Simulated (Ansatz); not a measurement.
Reaction (atomization): `F[CH]I`• → C• + F• + H• + I•

Program: Ansatz. Geometries: PBE0-D4/def2-TZVP. ΔE: electronic, gas phase. CBS: MP2 limit from def2 TZ/QZ plus the TZ coupled-cluster correction, frozen cores. This one scheme is used for every species, atoms too. DFT in def2-TZVPP. B3LYP here is the variant with VWN-RPA as its local correlation; programs differ in this. Open shells (•) are unrestricted, without spin–orbit coupling. Spin–orbit coupling would lower the free atoms: a little for C, F; strongly for I. Elements past krypton have def2 core potentials. For I outer-core shells are correlated without core-valence functions, so the limit isn't a true one: a few kJ/mol of doubt a bond, and 10 to 20 or more in all where bonds break to atoms.

(1) What is ΔE at CCSD(T)/CBS? (Best estimate.)

(2) What do these levels give: PBE0-D4, B3LYP-D4, BHLYP-D4, PBE-QIDH, PBE, r2SCAN, r2SCANh, HF/def2-TZVPP, SCS-MP2/def2-TZVPP, CCSD/def2-TZVPP, HF/def2-QZVPP, MP2/CBS(def2)? (An estimate is asked.)

Largest T1 diagnostic among the species: 0.015.

Results:

(1) The calculation gave: +1136.4 kJ/mol.

(2) The calculation gave: PBE0-D4 1157.3, B3LYP-D4 1136.9, BHLYP-D4 1066.8, PBE-QIDH 1130.2, PBE 1206.0, r2SCAN 1160.8, r2SCANh 1143.2, HF/def2-TZVPP 738.5, SCS-MP2/def2-TZVPP 1103.5, CCSD/def2-TZVPP 1063.4, HF/def2-QZVPP 741.3, MP2/CBS(def2) 1179.7 kJ/mol.

Leaving LDA and LC-ωPBE aside and taking each functional with its dispersion term where it has one, the values, not all of them listed here, spread over 145.6 kJ/mol, from BHLYP-D4 to PBE-D4. LDA lies +195.9 kJ/mol from PBE without D4, its usual overbinding. In def2-TZVPP, CCSD(T) changes the Hartree–Fock value by +355.6 kJ/mol (the triples alone add +30.7 kJ/mol) and MP2 by +399.0 kJ/mol; breaking electron pairs costs correlation energy, which Hartree–Fock lacks.

For atomizations the MP2-based limit and the directly extrapolated one differ by several kJ/mol either way, and by 10 to 25 for some Ge, Se and Sn compounds, so smaller differences from it don't rank the levels.
